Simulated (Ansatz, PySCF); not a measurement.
Al(Me)(OH)2 (CH₅AlO₂), SMILES [OH][Al]([CH3])[OH]. Atoms are numbered in the order given.

```xyz
9

Al     0.0472    -0.0049     0.0000
C     -1.8884    -0.0011     0.0000
H     -2.2674     1.0355     0.0000
H     -2.2971    -0.4970    -0.8947
H     -2.2971    -0.4970     0.8947
O      0.8719    -0.0003    -1.4933
H      1.8137     0.0163    -1.6664
O      0.8719    -0.0003     1.4933
H      1.8137     0.0163     1.6664
```
Charge 0, spin multiplicity 1.

Geometry: ωB97X-D3(BJ)/def2-SVP. The isomer is the one that the SMILES or the coordinates give; other isomers of the formula were not compared. Other conformers were not sampled.

Vertical ionisation energy (IE) and electron affinity (EA) in eV. Rows of orbital energies are one-electron estimates. Where ΔSCF, EOM or ADC give a negative EA the extra electron is unbound and the value depends on the basis.

```json
[
 {"level": "−ε(HOMO), −ε(LUMO), HF/def2-TZVP (PySCF)", "IE": "11.77", "EA": "-2.55"},
 {"level": "−ε(HOMO), −ε(LUMO), PBE/def2-TZVP (PySCF)", "IE": "7.09", "EA": "0.91"},
 {"level": "ΔSCF, PBE0/def2-SVPD (Ansatz), final states of multiplicity 2 and 2", "IE": "10.96", "EA": "-0.54"},
 {"level": "ΔSCF, PBE/def2-SVPD (Ansatz), final states of multiplicity 2 and 2", "IE": "10.44", "EA": "-0.41"}
]
```

Task: What vertical singlet–triplet gap does ΔSCF give with PBE0/def2-SVPD (Ansatz, an electronic-structure program) and with PBE/def2-SVPD (Ansatz)? (The exact figures need the calculation; the answer reports its results.)

Result: 6.77 and 6.06 eV (triplet above singlet where positive).
